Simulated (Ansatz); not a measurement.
A run for Ansatz (a quantum-chemistry and plane-wave program): R-revPBE/def2-TZVPP on PH3 (SMILES P).

Ansatz 0.2 input:
```yaml
crystal:
  periodic: [false, false, false]
  atoms:
    - {symbol: P, position_ang: [0.00002102, -0.00000000, 0.57701907]}
    - {symbol: H, position_ang: [1.19209955, 0.00000000, -0.19229701]}
    - {symbol: H, position_ang: [-0.59601029, 1.03236428, -0.19231103]}
    - {symbol: H, position_ang: [-0.59601029, -1.03236428, -0.19231103]}
basis:
  gaussian:
    orbitals: def2-TZVPP
hamiltonian:
  xc: {name: revPBE}
scf: {lower_state_search: off}
```

Give the final energy of this run.

-343.0877 hartree.
